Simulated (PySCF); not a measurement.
Ge(OH)(SiH3)3, H₁₀GeOSi₃, SMILES [OH][Ge]([SiH3])([SiH3])[SiH3] (GFN2-xTB optimised geometry):

```
15

O      1.047     0.988    -3.307
Ge     0.384     0.174    -1.830
Si    -1.900     0.562    -2.330
Si     1.279     1.417     0.000
Si     1.193    -2.067    -1.969
H      1.994     1.010    -3.419
H     -2.208     1.992    -2.407
H     -2.316    -0.056    -3.591
H     -2.748    -0.003    -1.272
H      2.748     1.417     0.000
H      0.845     0.819     1.264
H      0.852     2.819     0.000
H      0.700    -2.788    -3.145
H      2.661    -2.107    -2.028
H      0.786    -2.819    -0.780
```

Computed with B3LYP/def2-TZVP (PySCF).

**Question.** What are the frontier orbital energies and the dipole moment?

**Answer.** HOMO-2 -9.13 eV, HOMO-1 -7.68 eV, HOMO -7.24 eV, LUMO -1.28 eV, LUMO+1 -0.47 eV; dipole moment 1.12 D.

On the same geometry PBE/def2-TZVP (PySCF) gives HOMO-2 -7.89 eV, HOMO-1 -6.78 eV, HOMO -6.22 eV, LUMO -1.91 eV, LUMO+1 -1.09 eV; dipole moment 1.00 D.

Meta-Löwdin charges at B3LYP/def2-TZVP: O1 -0.76, Ge2 0.36, Si3 0.29, Si4 0.26, Si5 0.26, H6 0.33, H7 -0.08, H8 -0.08, H9 -0.09, H10 -0.08, H11 -0.09, H12 -0.08, H13 -0.08, H14 -0.08, H15 -0.09.
